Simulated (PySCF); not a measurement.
Excitations are Tamm–Dancoff values on a coarser integration grid. The basis has no diffuse functions, so Rydberg states are missing or too high.

F3Ga, SMILES `[Ga]([F])([F])[F]` (charge 0, multiplicity 1)

The numbers are results of TPSSh-D3(BJ)/def2-TZVP // CAM-B3LYP-D3(BJ)/def2-TZVP run with PySCF, not measurements.

```yaml
HOMO: -10.61 eV
dipole_moment: 0.01 D
HOMO–LUMO gap: 7.88 eV
LUMO: -2.73 eV
S1 excitation (TDA): 7.18 eV
S1 oscillator strength: 0.000
brightest of the four lowest singlets (TDA): 7.45 eV
T1 excitation (TDA): 6.83 eV
S1–T1 gap (TDA): 0.35 eV
total_energy: -60534.60 eV
cost: about 2.6 core-minutes (a rough figure)
```

```xyz
4

F     -1.0391    -1.3739     0.0061
Ga     0.0000     0.0000     0.0007
F      1.7093    -0.2129    -0.0154
F     -0.6702     1.5868     0.0085
```
